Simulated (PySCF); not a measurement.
Gas-phase reaction: 3 TiOCl2 + 2 H2O + 3 Cl = 3 TiCl3OH + HO2

Energies from PySCF (xtb for GFN2), thermal terms from the rigid-rotor harmonic-oscillator model, ideal gas at 1 bar. S°(298 K) at PBE0/def2-TZVP differs from the NASA 1993 table for TiOCl2 (+10 J/mol/K); whether the harmonic model or the table's entry is off was not settled. † marks an energy on the PBE0/def2-TZVP geometry and frequencies; other levels use their own. MP2 and CCSD(T) freeze the core. 6-31G* has spherical d functions here. Open shells (unrestricted): Cl (multiplicity 2, electronic degeneracy 6), HO2 (multiplicity 2); the rest are closed-shell singlets. GFN2 has no spin-polarisation term. Spin-orbit splitting is ignored; it lowers the true energy and changes the entropy of Cl. TiCl3OH: computed as isolated molecules; such fragments, hydroxides, amides, oligomers or adducts are transient or little studied in the gas. MP2 isn't extrapolated to the basis-set limit; its ΔH°(298 K) is -552.8 kJ in def2-SVP and -606.1 kJ in def2-TZVPP. CCSD(T) isn't extrapolated to the basis-set limit. The harmonic model lacks anharmonicity and excited electronic states, which grow with temperature; levels with a mode under 35 cm⁻¹ are left out. Soft modes under 120 cm⁻¹ make the harmonic entropy rough for TiOCl2, TiCl3OH. Warning, large T1 diagnostic: TiCl3OH, TiOCl2 (CCSD(T)/def2-SVP†). Warning, point group unlike the PBE0 one: TiCl3OH, TiOCl2 (GFN2-xTB, HF/6-31G*, PBE/def2-SVP).

```
level               ΔE electronic, kJ  ΔH°(298 K), kJ  ΔS°(298 K), J/K  ΔG°(1600 K), kJ
------------------  -----------------  --------------  ---------------  ---------------
CCSD(T)/def2-SVP†                -704            -700             -489               44
GFN2-xTB                        -1203           -1197             -517             -406
HF/6-31G*                        -583            -579             -454              105
HF/def2-TZVP†                    -702            -697             -489               47
M06-2X/def2-TZVP†                -894            -889             -489             -145
MP2/def2-SVP†                    -557            -553             -489              191
PBE/def2-SVP                     -924            -921             -505             -153
r2SCAN/def2-TZVP†                -918            -914             -489             -170
ωB97M-V/def2-TZVP†               -856            -852             -489             -108
ωB97X-V/def2-TZVP†               -842            -838             -489              -94
```
ΔH° is lowest at GFN2-xTB and highest at MP2/def2-SVP†. No reference value is set beside these.
